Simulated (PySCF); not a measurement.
**Simulated absorption spectrum**

CH10SSi3.
Bonds: C1–Si2, Si2–S3, S3–Si4, Si4–Si5. Hydrogens: H6, H7, H8 on C1; H9, H10 on Si2; H11, H12 on Si4; H13, H14, H15 on Si5.

The calculation used PySCF, TDDFT CAM-B3LYP/def2-SVPD, vertical, gas phase, core orbitals frozen in the response. Geometry: GFN2-xTB, one conformer, isolated molecule. Torsions of this conformer, `[CH3:1][SiH2:2][S:3][SiH2:4][SiH3:5]`: C1–Si2–S3–Si4 180°, Si2–S3–Si4–Si5 71°.

Broadening: Gaussians 0.4 eV wide at half height, area fixed by f = 4.319×10⁻⁹ ∫ε dν̃. The width is an assumption, not a result. The curve ends short of the highest state used, and states not computed would add to its high-energy end.

```json
{"E (eV)": "5.00", "ε (L mol⁻¹ cm⁻¹)": "2"}
{"E (eV)": "5.05", "ε (L mol⁻¹ cm⁻¹)": "7"}
{"E (eV)": "5.10", "ε (L mol⁻¹ cm⁻¹)": "17"}
{"E (eV)": "5.16", "ε (L mol⁻¹ cm⁻¹)": "44"}
{"E (eV)": "5.21", "ε (L mol⁻¹ cm⁻¹)": "92"}
{"E (eV)": "5.26", "ε (L mol⁻¹ cm⁻¹)": "174"}
{"E (eV)": "5.31", "ε (L mol⁻¹ cm⁻¹)": "302"}
{"E (eV)": "5.36", "ε (L mol⁻¹ cm⁻¹)": "480"}
{"E (eV)": "5.41", "ε (L mol⁻¹ cm⁻¹)": "700"}
{"E (eV)": "5.46", "ε (L mol⁻¹ cm⁻¹)": "937"}
{"E (eV)": "5.51", "ε (L mol⁻¹ cm⁻¹)": "1151"}
{"E (eV)": "5.56", "ε (L mol⁻¹ cm⁻¹)": "1296"}
{"E (eV)": "5.61", "ε (L mol⁻¹ cm⁻¹)": "1339"}
{"E (eV)": "5.66", "ε (L mol⁻¹ cm⁻¹)": "1271"}
{"E (eV)": "5.72", "ε (L mol⁻¹ cm⁻¹)": "1072"}
{"E (eV)": "5.77", "ε (L mol⁻¹ cm⁻¹)": "855"}
{"E (eV)": "5.82", "ε (L mol⁻¹ cm⁻¹)": "639"}
{"E (eV)": "5.87", "ε (L mol⁻¹ cm⁻¹)": "459"}
{"E (eV)": "5.92", "ε (L mol⁻¹ cm⁻¹)": "330"}
{"E (eV)": "5.97", "ε (L mol⁻¹ cm⁻¹)": "252"}
{"E (eV)": "6.02", "ε (L mol⁻¹ cm⁻¹)": "211"}
{"E (eV)": "6.07", "ε (L mol⁻¹ cm⁻¹)": "192"}
{"E (eV)": "6.12", "ε (L mol⁻¹ cm⁻¹)": "182"}
{"E (eV)": "6.17", "ε (L mol⁻¹ cm⁻¹)": "174"}
{"E (eV)": "6.22", "ε (L mol⁻¹ cm⁻¹)": "167"}
{"E (eV)": "6.28", "ε (L mol⁻¹ cm⁻¹)": "172"}
{"E (eV)": "6.33", "ε (L mol⁻¹ cm⁻¹)": "204"}
{"E (eV)": "6.38", "ε (L mol⁻¹ cm⁻¹)": "286"}
{"E (eV)": "6.43", "ε (L mol⁻¹ cm⁻¹)": "444"}
{"E (eV)": "6.48", "ε (L mol⁻¹ cm⁻¹)": "700"}
{"E (eV)": "6.53", "ε (L mol⁻¹ cm⁻¹)": "1065"}
{"E (eV)": "6.58", "ε (L mol⁻¹ cm⁻¹)": "1534"}
{"E (eV)": "6.63", "ε (L mol⁻¹ cm⁻¹)": "2085"}
{"E (eV)": "6.68", "ε (L mol⁻¹ cm⁻¹)": "2699"}
{"E (eV)": "6.73", "ε (L mol⁻¹ cm⁻¹)": "3375"}
{"E (eV)": "6.78", "ε (L mol⁻¹ cm⁻¹)": "4140"}
```

Question: Where are the band maxima, and which computed states make them?

Answer: 221 nm (5.60 eV), ε about 1300, made up of S1 (100%) (ε in L mol⁻¹ cm⁻¹; maxima over ε = 5, shares over 10%). At its high-energy end, 6.78 eV, the curve is still rising (ε about 4100, from S4, S6 and S7). The states used: S1 5.60 eV (f 0.020); S2 6.04 eV (f 0.0015); S3 6.22 eV (f 0.0013); S4 6.75 eV (f 0.034); S5 6.87 eV (f 0.0017); S6 7.06 eV (f 0.078); S7 7.13 eV (f 0.054); S8 7.38 eV (f 0.034).

Question: On this curve, what absorbance would a 10⁻⁴ mol/L sample give at 222 nm over a 1 cm path?

Answer: 222 nm is 5.585 eV, where ε is about 1300 L mol⁻¹ cm⁻¹, so A = ε c l ≈ 0.13 (Beer–Lambert, with the gas-phase spectrum and the assumed width).

Question: Coming from long wavelengths, where does ε first pass 100 L mol⁻¹ cm⁻¹?

Answer: At about 238 nm (5.22 eV), 0.39 eV below S1.

Question: What would ε be at 5.60 eV, the highest of these maxima, with half the width (0.2 eV)?

Answer: About 2670 L mol⁻¹ cm⁻¹ against 1340, a factor of about 1.99; a lone state at its own centre would give exactly 2.

Without π bonds the low states are Rydberg-like; a valence basis with one diffuse set may place them up to an eV too high.
